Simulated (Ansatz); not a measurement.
`C[O][SnH2][SeH]` + `[Cl][AlH][Cl]` → `[Cl][Al]([Cl])[SeH]` + `C[O][SnH3]` at 700 K and 1 bar (formal exchange of groups at the Se–Sn bond).

Isolated molecules relaxed with PBE0-D4/def2-TZVP in Ansatz; ΔE leaves out vibrations. CCSD(T)/CBS adds triple-zeta CCSD(T) − MP2 to the extrapolated MP2 energy (def2 sets, frozen cores). This one scheme is used for every species. Elements past krypton have def2 core potentials. For Se, Sn outer-core shells are correlated without core-valence functions, which leaves a few kJ/mol of doubt a bond. Scalar relativity is left out up to krypton. One conformer a species, not always the lowest.

| species | CCSD(T)/CBS energy (Eh) | H − E (kJ/mol) | S (J/(mol·K)) |
| --- | --- | --- | --- |
| `C[O][SnH2][SeH]` | -2731.58380 | 245.7 | 501.2 |
| `[Cl][AlH][Cl]` | -1162.30651 | 67.3 | 346.6 |
| `[Cl][Al]([Cl])[SeH]` | -3563.06769 | 87.1 | 431.0 |
| `C[O][SnH3]` | -330.83288 | 225.6 | 419.8 |

H − E and S are ideal-gas, rigid-rotor, harmonic terms from PBE0-D4/def2-TZVP, for one conformer and one mirror image of each species. 1 Eh = 2625.50 kJ/mol, R = 8.31446 J/(mol·K).

By hand: ΔE, ΔH, ΔS and ΔG.

ΔE = (-3563.06769) + (-330.83288) − (-2731.58380) − (-1162.30651) = -0.01026 Eh = -26.9 kJ/mol. Δ(H − E) = 87.1 + 225.6 − 245.7 − 67.3 = -0.3, so ΔH = -27.2 kJ/mol. ΔS = 431.0 + 419.8 − 501.2 − 346.6 = 3.0 J/(mol·K). ΔG = -27.2 − 700 × (3.0)/1000 = -29.3 kJ/mol.

By hand: the equilibrium constant, and the temperature at which ΔG would vanish if ΔH and ΔS stayed fixed.

log₁₀ K = −ΔG/(RT ln 10) = 2.2. ΔH and −TΔS have one sign here, so there is no such temperature. One of them is within its doubt of zero, so this could turn.

The number of gas molecules stays the same, so ΔS is small and ΔH decides. A doubt of 5 kJ/mol in ΔE shifts log₁₀ K by 0.4 here. Other conformers and mirror images would add mixing entropy, several J/(mol·K) or more a flexible species. Modes under 60 cm⁻¹, often nearly free rotors, make the harmonic entropy too high. These are equilibria of isolated gas molecules and say nothing of rates. Largest T1 diagnostic: 0.013 (customary marks: 0.02 for closed shells, 0.045 for open ones).
